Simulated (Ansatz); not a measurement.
`C[CH]([AlH2])[GeH3]` + H₂ → `[AlH2][CH2][GeH3]` + CH₄  (hydrogenolysis of a C–C bond)

Calculated with Ansatz (gas phase, PBE0-D4/def2-TZVP geometries, no zero-point term in ΔE). CCSD(T)/CBS is the MP2 limit (def2-TZVPP, def2-QZVPP) plus CCSD(T) − MP2 in def2-TZVPP, frozen cores. This one scheme is used for every species. DFT in def2-TZVPP. For Ge outer-core shells are correlated without core-valence functions, which leaves a few kJ/mol of doubt a bond. Scalar relativity is left out up to krypton.

```tsv
level	ΔE (kJ/mol)
r2SCAN-D4	-90.7
ωB97X-V	-90.1
HF/def2-TZVPP	-114.6
HF/CBS(def2)	-114.7
```

What does CCSD(T)/CBS give? (Best estimate.)

Computed: -86.9 kJ/mol. The listed levels differ from it by -3.8, -3.2, -27.7, -27.8 kJ/mol.

Largest T1 diagnostic among the species: 0.011.

In def2-TZVPP, CCSD(T) changes the Hartree–Fock value by +25.4 kJ/mol (the triples alone add +4.8 kJ/mol) and MP2 by +29.2 kJ/mol. The D4 term adds +11.4 kJ/mol with B3LYP and +6.2 kJ/mol with PBE0; it sums over pairs of atoms, weighted by their polarisabilities, and B3LYP, whose exchange is more repulsive, gets the larger term. From PBE to PBE0 (25 % exact exchange), in def2-TZVPP and without D4, ΔE moves by −3.5 kJ/mol.

B3LYP here is the variant with VWN-RPA as its local correlation; programs differ in this.
